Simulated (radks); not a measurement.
N2+, 5 electrons, occupied as [He] 2s2 2p1.

Calculated with a radial shooting solver on a logarithmic mesh with Libxc functionals: Dirac Kohn-Sham, PBE, spin-unpolarised, spherical densities, finite nucleus; open shells fill j = l - 1/2 first; Fermi nuclear charge, rms radius 2.5582 fm.

Energy parts (hartree):
| part | energy |
|---|---|
| total | -52.89395 |
| kinetic | 52.84395 |
| electron-nucleus | -118.36836 |
| Hartree | 18.34372 |
| exchange-correlation | -5.71326 |

Orbitals (lengths in bohr, moments of r in powers of bohr; <r^-3> diverges for s and p1/2):
orbital  occ.  eigenvalue (hartree)     <r>  <r^-3>
1s1/2       2             -15.57595  0.2294       -
2s1/2       2              -1.80642   1.171       -
2p1/2       1              -1.37907   1.138       -
2p3/2       0              -1.37797   1.138   4.707

The highest occupied level is 2p1/2 at -37.526 eV. The electron density at the nucleus is 214.7 e/bohr^3. The density falls to 0.001 e/bohr^3 at r = 2.69 bohr.
